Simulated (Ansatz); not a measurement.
Sn₅H₂ (the lowest singlet isomer of a short search), 7 atoms. Hardware: 4 threads of Arm Neoverse V1 on a shared host.

In the def2 sets Sn takes a core potential; there is no spin–orbit coupling. Correlated methods freeze 20 core orbitals; core or outer-core shells of Sn are correlated, in sets that lack core-valence functions.

How many basis functions does each of these Ansatz runs have, and roughly what does it cost? MP2/def2-TZVP, charge 0 singlet, energy, from earlier orbitals; CCSD(T)/def2-SVP, charge 0 singlet, energy, from earlier orbitals; r2SCAN-D4/def2-TZVP, charge 0 singlet, energy, from earlier orbitals; HSE06-D4/def2-TZVP, charge 0 singlet, energy, from earlier orbitals; PBE-D4/def2-SVP, charge 0 singlet, energy, from earlier orbitals; PBE-D4/def2-TZVP, charge 0 singlet, energy and forces, from earlier orbitals; LDA (SPW92)/def2-TZVP, charge 0 singlet, energy, from earlier orbitals; PBE0-D4/def2-TZVP, charge 0 singlet, energy, from earlier orbitals; r2SCAN0-D4/def2-TZVP, charge 0 singlet, energy, from earlier orbitals; PBE0-D4/def2-SVP, charge 0 singlet, energy, from earlier orbitals; PBE-D4/def2-SVP, charge 0 singlet, relaxation, 8 steps.

Other jobs shared the machine, so times can vary by a factor of up to 3. A dash marks memory too small to be measured apart from the calling script's.

| run | functions | fitting or Cholesky vectors | wall time | peak host memory (GiB) |
| --- | --- | --- | --- | --- |
| PBE-D4/def2-SVP, charge 0 singlet, energy, from earlier orbitals | 140 | 1571 | 2.5 s | – |
| LDA (SPW92)/def2-TZVP, charge 0 singlet, energy, from earlier orbitals | 262 | 2028 | 2.8 s | – |
| PBE0-D4/def2-SVP, charge 0 singlet, energy, from earlier orbitals | 140 | 1812 | 4.8 s | – |
| PBE-D4/def2-TZVP, charge 0 singlet, energy and forces, from earlier orbitals | 262 | 2028 | 6 s | – |
| r2SCAN-D4/def2-TZVP, charge 0 singlet, energy, from earlier orbitals | 262 | 2028 | 12 s | 0.56 |
| HSE06-D4/def2-TZVP, charge 0 singlet, energy, from earlier orbitals | 262 | 2393 | 12 s | 1.5 |
| PBE0-D4/def2-TZVP, charge 0 singlet, energy, from earlier orbitals | 262 | 2393 | 13 s | 1.4 |
| MP2/def2-TZVP, charge 0 singlet, energy, from earlier orbitals | 262 | 2506 | 14 s | 1.2 |
| PBE-D4/def2-SVP, charge 0 singlet, relaxation, 8 steps | 140 | 1571 | 16 s | – |
| r2SCAN0-D4/def2-TZVP, charge 0 singlet, energy, from earlier orbitals | 262 | 2393 | 18 s | 1.4 |
| CCSD(T)/def2-SVP, charge 0 singlet, energy, from earlier orbitals | 140 | 1812 | 75 s | 1.4 |
